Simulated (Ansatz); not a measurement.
Input for Ansatz (a quantum-chemistry and plane-wave program): R-PBE0/def2-TZVPPD on C3H9Cl (a complex), monomers drawn apart or pushed together. Files ending in .json are basis or fitting sets from the Basis Set Exchange.

Ansatz 0.2 input:
```yaml
crystal:
  periodic: [false, false, false]
  atoms:
    - {symbol: C, position_ang: [-0.67173637, -0.91113849, 0.84014473]}
    - {symbol: Cl, position_ang: [-0.84297385, 0.87418651, 0.79900366]}
    - {symbol: H, position_ang: [-0.58797957, -1.26875247, -0.18153443]}
    - {symbol: H, position_ang: [0.22178746, -1.15511480, 1.40631480]}
    - {symbol: H, position_ang: [-1.55089701, -1.32722810, 1.32200514]}
    - {symbol: C, position_ang: [0.83049019, 0.30666900, 4.68126184]}
    - {symbol: C, position_ang: [-0.51961500, -0.39111380, 4.81638075]}
    - {symbol: H, position_ang: [1.15277096, 0.35133650, 3.63953106]}
    - {symbol: H, position_ang: [1.60536289, -0.21021901, 5.25112799]}
    - {symbol: H, position_ang: [0.78079753, 1.33412039, 5.04637952]}
    - {symbol: H, position_ang: [-1.28455484, 0.11879029, 4.22846013]}
    - {symbol: H, position_ang: [-0.85488870, -0.40981973, 5.85522206]}
    - {symbol: H, position_ang: [-0.46960157, -1.42643852, 4.47159116]}
basis:
  gaussian:
    orbitals: def2-TZVPPD.json
hamiltonian:
  xc: {name: PBE0}
scf: {lower_state_search: off}
```

**Question.** Give the final energy of this run.

**Answer.** -579.6897 hartree.

**Question.** How many basis functions does it have, and what does it roughly cost on one machine?

**Answer.** 315 functions; about 8 core-seconds (a rough figure).
